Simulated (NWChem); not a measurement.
# C$_{2}$H$_{8}$OSi$_{2}$; SMILES C1[SiH](O)C[SiH2]1

```xyz
13

O     -0.2800    -2.3828     0.0000
Si     0.4252    -0.8728     0.0000
C     -0.0632     0.3722     1.3479
Si     0.0133     1.7166     0.0000
C     -0.0632     0.3722    -1.3479
H     -1.2402    -2.4245     0.0000
H      1.8892    -1.1451     0.0000
H      0.5608     0.4571     2.2486
H     -1.1113     0.2309     1.6674
H      1.3095     2.4611     0.0000
H     -1.1120     2.7022     0.0000
H     -1.1113     0.2309    -1.6674
H      0.5608     0.4571    -2.2486
```
Atoms are numbered in this order, from 1.

Computed with NWChem. Pople sets run with spherical d functions. The geometry was optimised at PBE0/def2-SVP. Static field.

### Question
Taking B3LYP/def2-SVPD as the yardstick, which of these has the fewest basis functions while keeping “isotropic polarisability (bohr³)” within 10 % of it: B3LYP/6-31+G*; B3LYP/def2-SVP; B3LYP/6-31G*?

### Answer
B3LYP/6-31+G* (a larger set in the list lies outside the tolerance).
```json
[
 {"level": "B3LYP/6-31G*", "basis functions": "94", "isotropic polarisability (bohr³)": "64.8"},
 {"level": "B3LYP/6-31+G*", "basis functions": "114", "isotropic polarisability (bohr³)": "74.2"},
 {"level": "B3LYP/def2-SVP", "basis functions": "118", "isotropic polarisability (bohr³)": "68.3"},
 {"level": "B3LYP/def2-SVPD", "basis functions": "175", "isotropic polarisability (bohr³)": "79.2"}
]
```

The yardstick is one finite set, not the basis-set limit.
